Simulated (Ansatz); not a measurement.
Consider the isomerisation: `C=C=C[SiH2]C` → `CC#CC[SiH3]`.

Computed with Ansatz on PBE0-D4/def2-TZVP structures; ΔE is electronic, products minus reactants. CCSD(T)/CBS adds triple-zeta CCSD(T) − MP2 to the extrapolated MP2 energy (def2 sets, frozen cores). Functionals use def2-TZVPP. B3LYP here is the variant with VWN-RPA as its local correlation; programs differ in this. One conformer a species, not always the lowest.

`C=C=C[SiH2]C`:

```xyz
13

C     0.801   -1.550    1.738
C     0.915   -0.373    1.196
C     0.993    0.791    0.621
Si   -0.103    1.237   -0.822
C    -1.252   -0.170   -1.241
H     0.118   -1.723    2.564
H     1.395   -2.388    1.389
H     1.717    1.512    0.999
H     0.759    1.582   -1.988
H    -0.874    2.464   -0.472
H    -1.890    0.097   -2.086
H    -0.687   -1.066   -1.507
H    -1.892   -0.414   -0.391
```

`CC#CC[SiH3]`:

Cartesian coordinates in Å:
```
C -2.105 -0.716 -1.675
C -0.831 -0.397 -1.058
C 0.232 -0.135 -0.559
C 1.477 0.194 0.101
Si 1.165 0.676 1.902
H -2.105 -1.736 -2.067
H -2.318 -0.039 -2.506
H -2.924 -0.633 -0.957
H 2.169 -0.656 0.080
H 1.981 1.025 -0.403
H 0.529 -0.456 2.622
H 0.272 1.861 1.957
H 2.457 1.010 2.562
```

```tsv
level	ΔE (kJ/mol)
B3LYP-D4	48.0
B2PLYP	37.1
```

Problem. What does CCSD(T)/CBS give? (Best estimate.)

Solution. Computed: +38.3 kJ/mol. The listed levels differ from it by 9.7, -1.2 kJ/mol.

Largest T1 diagnostic among the species: 0.012.

The D4 term adds +4.1 kJ/mol with B3LYP and +2.3 kJ/mol with PBE0; it sums over pairs of atoms, weighted by their polarisabilities, and B3LYP, whose exchange is more repulsive, gets the larger term. From PBE to PBE0 (25 % exact exchange), in def2-TZVPP and without D4, ΔE moves by −4.9 kJ/mol.
